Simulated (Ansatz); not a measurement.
System: SeF$_{3}$ (charge +1, singlet). 
Geometry from a B3LYP-D3(BJ)/def2-TZVP (Ansatz, a program for electronic structure) optimisation:
```
Se
F 1 1.6652
F 1 1.6652 2 97.43
F 1 1.6652 2 97.43 3 -98.54
```
Charge +1, spin multiplicity 1.

Basis-set convergence of Hartree-Fock and CCSD(T) correlation energies (hartree) with Ansatz. Correlated levels leave the core frozen unless marked. Spin-orbit coupling is left out. The frozen core is the preceding noble-gas configuration, with the filled d and f shells of earlier blocks. Non-relativistic.

```tsv
basis	functions	E(HF)	E(corr, CCSD(T))
cc-pVDZ	69	-2697.71523	-0.71932
cc-pVTZ	133	(withheld)	(withheld)
```

Problem. Complete the blanks.

Solution. 
- cc-pVTZ, E(HF): -2697.93688
- cc-pVTZ, E(corr, CCSD(T)): -0.94945
